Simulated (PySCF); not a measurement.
Gas-phase reaction: 2 GaH(CH₃)₂ + 2 H₂ ⇌ Ga₂H₆ + 2 C₂H₆

Energies from PySCF, thermal terms from the rigid-rotor harmonic-oscillator model, ideal gas at 1 bar. † marks an energy on the PBE0/def2-TZVP geometry and frequencies; other levels use their own. CCSD(T) freezes the core. 6-31G* has spherical d functions here. All species are closed-shell singlets. B3LYP is the form with VWN-RPA correlation. Ga: all electrons, no relativistic terms. Methyl groups turn as free rotors in GaH(CH₃)₂. GaH(CH₃)₂, Ga₂H₆: computed as isolated molecules; such fragments, hydroxides, amides, oligomers or adducts are transient or little studied in the gas. CCSD(T) isn't extrapolated to the basis-set limit; its ΔH°(298 K) is -110.4 kJ in def2-SVP and -70.5 kJ in def2-TZVPP. The harmonic model lacks anharmonicity and excited electronic states, which grow with temperature; levels with a mode under 35 cm⁻¹ are left out. Internal rotation in C₂H₆ is treated as a harmonic vibration of one conformer, which makes the entropy rough.

```csv
level,"ΔE electronic, kJ","ΔH°(298 K), kJ","ΔS°(298 K), J/K","ΔG°(1200 K), kJ"
B3LYP/6-31G*,-116,-85,-146,109
CCSD(T)/def2-SVP†,-145,-110,-148,87
HF/6-31G*,-139,-104,-145,89
M06-2X/def2-TZVP†,-89,-55,-148,142
PBE0/def2-QZVP†,-120,-86,-148,111
```
ΔH° is lowest at CCSD(T)/def2-SVP† and highest at M06-2X/def2-TZVP†. No reference value is set beside these.
